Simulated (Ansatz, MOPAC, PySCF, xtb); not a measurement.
Dimer: N2 (SMILES N#N) (first 2 atoms) with CH3Cl (SMILES CCl); geometry from B3LYP-D3(BJ)/def2-TZVP, rigid monomers moved along the line of their centres of mass till N1···C3 is 3.12 Å.
(charge 0, multiplicity 1):
```xyz
7

N      0.2185    -0.3765    -0.1640
N      1.1023     0.0834    -0.6076
C     -0.8906    -0.6882     2.7324
Cl     0.4951     0.4335     2.9413
H     -0.5035    -1.6550     2.4261
H     -1.4104    -0.7664     3.6824
H     -1.5453    -0.2829     1.9675
```

Counterpoise-corrected where a basis set is named; no monomer relaxation. Rows marked so take none.

Rows in 3-21G, 6-311+G**, 6-31G* carry no dispersion term and start afresh at each structure (6-31G* with six Cartesian d functions). MP2/6-31G* freezes PySCF's default core. The state that PM6 reach isn't checked.

The values were computed with Ansatz (an electronic-structure program) with Gaussian orbitals; MOPAC for PM6 (differences of heats of formation); PySCF for 3-21G rows, 6-311+G** rows, 6-31G* rows, the dispersion terms; xtb for the GFN methods. 

```csv
level,interaction energy (kcal/mol)
PM6,-0.68
GFN1-xTB,-0.61
HF/3-21G (no counterpoise),-0.03
HF/6-31G*,1.81
B3LYP/6-31G*,1.31
B3LYP/6-311+G** (no counterpoise),0.97
B3LYP-D4/def2-TZVPPD,-0.06
PBE0-D4/def2-TZVPPD,-0.19
MP2/6-31G* (no counterpoise),…
```

### Question
What belongs in the gaps?

### Answer

- MP2/6-31G* (no counterpoise), interaction energy (kcal/mol): -0.36
